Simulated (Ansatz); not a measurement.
Cost and result for the atomization energy of C$_{2}$H$_{6}$BFOSi, SMILES `C[Si]1(F)CBO1` (12 atoms, 12 bonds).

Z-matrix (Å, degrees):
```
Si
F 1 1.594
C 1 1.848 2 115.7
O 1 1.691 2 109.7 3 -93.1
C 1 1.843 2 108.2 3 143.3
B 1 2.196 2 122.6 3 -52.1
H 3 1.092 1 115.8 2 -0.3
H 3 1.090 1 120.6 2 134.1
H 5 1.092 1 110.8 2 -179.9
H 5 1.093 1 110.2 2 60.2
H 5 1.092 1 110.8 2 -59.5
H 6 1.196 1 171.5 2 -106.9
```

The species carries charge 0 and has multiplicity 1. The geometry is a stationary point of PBE0-D4/def2-TZVP. Program: Ansatz. All runs use 4 threads of an Arm Neoverse V1 on a shared host. Times are those of one run each, without the atoms' runs, and a repeat can differ threefold. Electronic energies, without spin–orbit coupling; frozen cores. CCSD(T)/CBS adds CCSD(T) − MP2 in def2-TZVPP to the MP2 limit, and its time is that of the two runs behind it. T1 = 0.013. B3LYP takes the VWN-RPA correlation (the form of Gaussian; ORCA's B3LYP/G).

CCSD(T)/CBS is a level of theory with its own doubt, some kJ/mol a heavy atom from the limit and from the frozen cores, so smaller differences don't rank the functionals.

```csv
level,functions,wall time
PBE-D4/def2-TZVPP (with forces),281,3.3 s
PBE0-D4/def2-TZVPP,281,3.9 s
r2SCAN-D4/def2-TZVPP (with forces),281,6.5 s
B3LYP-D4/def2-TZVPP (with forces),281,6.5 s
B2PLYP/def2-TZVPP,281,7.5 s
ωB97X-V/def2-TZVPP,281,10 s
ωB97M-V/def2-TZVPP (with forces),281,15 s
MP2/def2-QZVPP,535,32 s
CCSD(T)/def2-TZVPP,281,5.7 min
CCSD(T)/CBS(def2),–,6.3 min
```

Problem. What atomization energy does each give, and how far from CCSD(T)/CBS? (Estimate.)

Solution. Ansatz gave: 
```
                             level  atomization (kcal/mol)  difference from CCSD(T)/CBS  per bond
   PBE-D4/def2-TZVPP (with forces)                  1226.1                         20.2       1.7
                PBE0-D4/def2-TZVPP                  1208.0                          2.1       0.2
r2SCAN-D4/def2-TZVPP (with forces)                  1213.5                          7.6       0.6
 B3LYP-D4/def2-TZVPP (with forces)                  1202.7                         -3.2      -0.3
                 B2PLYP/def2-TZVPP                  1195.0                        -10.9      -0.9
                ωB97X-V/def2-TZVPP                  1209.5                          3.6       0.3
  ωB97M-V/def2-TZVPP (with forces)                  1211.9                          6.0       0.5
                    MP2/def2-QZVPP                  1223.2                         17.3       1.4
                CCSD(T)/def2-TZVPP                  1176.3                        -29.6      -2.5
                 CCSD(T)/CBS(def2)                  1205.9                          0.0       0.0
```

In def2-TZVPP, CCSD(T) changes the Hartree–Fock value by +262.9 kcal/mol (the triples alone add +16.4 kcal/mol) and MP2 by +292.0 kcal/mol; breaking electron pairs costs correlation energy, which Hartree–Fock lacks. The D4 term adds +9.7 kcal/mol with B3LYP and +5.1 kcal/mol with PBE0; it sums over pairs of atoms, weighted by their polarisabilities, and B3LYP, whose exchange is more repulsive, gets the larger term. From PBE to PBE0 (25 % exact exchange), in def2-TZVPP and without D4, the atomization energy moves by −17.1 kcal/mol: exact exchange takes away binding that semilocal exchange gives to molecules.
